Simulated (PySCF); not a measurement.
These compounds are isomers of formula C5H6ClFO2.

A. `InChI=1S/C5H6ClFO2/c1-4(8)2-5(6)9-3-7/h2H,3H2,1H3/b5-2-`
B. `O=C1C[C@@H](Cl)C[C@@H](F)O1`
C. SMILES ClC([C@]1(F)[C@H](OC)C1)=O

Spectrum 1. 1H NMR (400 MHz, computed): δ 3.82 (m, 1H), 3.46 (s, 3H), 2.11 (m, 1H), 1.94 (m, 1H). 13C{1H} NMR (computed): δ 179.3 (C), 83.4 (C), 75.0 (CH), 61.9 (CH3), 30.2 (CH2).

Spectrum 2. 1H NMR (400 MHz, computed): δ 6.17 (m, 2H), 5.57 (s, 1H), 2.38 (s, 3H). 13C{1H} NMR (computed): δ 195.5 (C), 160.6 (C), 116.4 (CH), 106.2 (CH2), 34.4 (CH3).

Spectrum 3. 1H NMR (400 MHz, computed): δ 6.19 (m, 1H), 4.07 (m, 1H), 3.14 (m, 1H), 2.87 (m, 1H), 2.78 (m, 1H), 2.45 (m, 1H). 13C{1H} NMR (computed): δ 170.8 (C), 109.1 (CH), 54.8 (CH), 43.9 (CH2), 43.5 (CH2).

No relativistic terms, one computed conformer, in vacuum, rapidly exchanging positions averaged. GFN2-xTB geometry; NMR shieldings at PBE0/pcSseg-1/GIAO; PySCF 2.14.0 with density-fitted response routines.

Referencing at the same level of theory: TMS for 1H (σref 31.72), 13C (σref 186.93). Splittings of carbon signals by F and P are missing where no couplings were computed. Where no couplings were computed, multiplicities follow the n + 1 count of equivalent neighbours, and m marks all less simple cases (inequivalent or close neighbours, rings, F or P nearby). Shifts are as computed. Against solution values, carbons near 30 ppm lie about +3 ppm off and those near 130 ppm about +5 ppm; carbons on Cl a further +6 ppm. Of 1211 compounds with measured shifts, 218 miss one by over three times the rms of a fit or turn the order of signals round; such compounds aren't used in these exercises. Carbons bonded to Cl come out too deshielded.

Q: Match each spectrum to its structure.

A: 1–C, 2–A, 3–B.

- Spectrum 1 (C): 5 13C signals; δC 83.4 is a three-membered-ring carbon; δC 75.0 is a three-membered-ring carbon.
- Spectrum 2 (A): 5 13C signals; δC 195.5 is a ketone carbonyl carbon; δC 160.6 is an alkene carbon bearing oxygen.
- Spectrum 3 (B): 5 13C signals; δC 170.8 is an ester carbonyl carbon; δC 109.1 is an sp3 CH bonded to F and O.
